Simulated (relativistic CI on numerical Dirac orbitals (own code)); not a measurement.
Ru⁷⁺: resonant inelastic scattering at the L2,3 edge

Computed with this model: Dirac-Coulomb-Breit CI, KLI orbitals optimised for each configuration, model QED, valence Slater integrals scaled by 0.7, Kramers-Heisenberg scattering through one core-hole configuration in a parametric crystal field; configurations [Kr] 4d → [He] 2s2 2p5 3s2 3p6 3d10 4s2 4p6 4d2; 300 K; core-hole width 1.6 eV; summed over polarisations. Incident energies are the highest absorption maxima for each field (at most a few, so the weaker spin-orbit partner edge can be absent), on the computed scale of the free ion. Intensities are in per cent of the strongest line above 0.02 eV; levels within 1 cm⁻¹ are merged; final levels count from the ground level, the first row holds all elastic scattering, lines under 0.4 are left out and each table stops after 24 rows. The scale of the Slater integrals is a model choice and moves the terms in proportion.

Field parameters in Wybourne normalisation: D4h B²₀ = −7Ds, B⁴₀ = 21(Dq − Dt), B⁴₄ = 21√(5/14) Dq. The field is a parameter set, without covalency, and values of 10Dq over about 45,000 cm⁻¹ lie beyond real compounds.

S is read from ⟨S²⟩ = S(S + 1).

D4h, 10Dq = 49450, Ds = -1500, Dt = -70 cm⁻¹:

| Final level (eV) | Degeneracy | Irrep | S | 2854 eV | 2859.9 eV | 2982 eV |
| --- | --- | --- | --- | --- | --- | --- |
| 0.000 | 2 | Γ7 | 0.50 | 806.0 | 1317.2 | 244.6 |
| 0.442 | 2 | Γ6 | 0.50 | 42.5 | 6.9 | 73.6 |
| 0.694 | 2 | Γ7 | 0.50 | 70.8 | 21.1 | 19.9 |
| 6.185 | 2 | Γ7 | 0.50 | 3.4 | 100.0 | 1.2 |
| 6.971 | 2 | Γ6 | 0.50 | 1.4 | 57.1 | 1.0 |

D4h, 10Dq = 49450, Ds = -860, Dt = -70 cm⁻¹:

```
Final level (eV)  Degeneracy  Irrep     S  2854 eV  2860 eV  2981.9 eV
           0.000           2     Γ7  0.50    817.0   1299.8      238.2
           0.222           2     Γ6  0.50     41.1     15.8       80.4
           0.492           2     Γ7  0.50     86.5     27.9       20.5
           6.202           2     Γ7  0.50      3.1    100.0        1.2
           6.672           2     Γ6  0.50      1.3     51.7        1.1
```

D4h, 10Dq = 49450, Ds = -210, Dt = -70 cm⁻¹:

| Final level (eV) | Degeneracy | Irrep | S | 2854 eV | 2860.1 eV | 2981.8 eV |
| --- | --- | --- | --- | --- | --- | --- |
| 0.000 | 2 | Γ7 | 0.50 | 780.9 | 1160.8 | 239.5 |
| 0.024 | 2 | Γ6 | 0.50 | 26.5 | 22.9 | 60.1 |
| 0.338 | 2 | Γ7 | 0.50 | 100.0 | 41.8 | 21.2 |
| 6.246 | 2 | Γ7 | 0.50 | 2.2 | 84.7 | 1.2 |
| 6.394 | 2 | Γ6 | 0.50 | 1.4 | 65.5 | 1.2 |

For the first field the strongest loss at the lowest incident energy is the level at 0.69 eV (S = 0.50, against 0.50 in the thermal ground state).
